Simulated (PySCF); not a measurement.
# MHg for M along the fifth-period p block

PBE0 with double-zeta basis sets in PySCF, for the lowest determinant that a PBE0 search found; no spin–orbit coupling. De refers to high-spin ground-configuration atoms. A positive dipole means M(−)Hg(+).

```tsv
M	basis	state (unpaired electrons)	Re (Å)	ωe (cm⁻¹)	De (eV)	μ (D)
Sn	def2-SVP	triplet (π ↑↑)	2.894	93.8	0.40	1.52
Sb	def2-SVP	quartet (σ ↑, π ↑↑)	3.487	28.1	0.05	0.00
I	def2-SVP	doublet (σ ↑)	2.826	113	0.55	2.45
```

The shortest bond is that of HgI (2.826 Å), the longest that of HgSb (3.487 Å). HgI is bound most strongly (0.55 eV) and HgSb least (0.05 eV).

The state changes along the series, so neighbouring rows are not always alike in their bonding.

Weak bonds: HgSb, SnHg. Basis-set superposition, not corrected here, can be much of De in a small basis, most of all at correlated wavefunction levels. Functionals without a dispersion term scatter widely for such bonds, and LDA overbinds them. Spin–orbit coupling is left out, which matters for elements this heavy, above all for dissociation energies. States were picked by a PBE0 search and need not be the measured ground states.
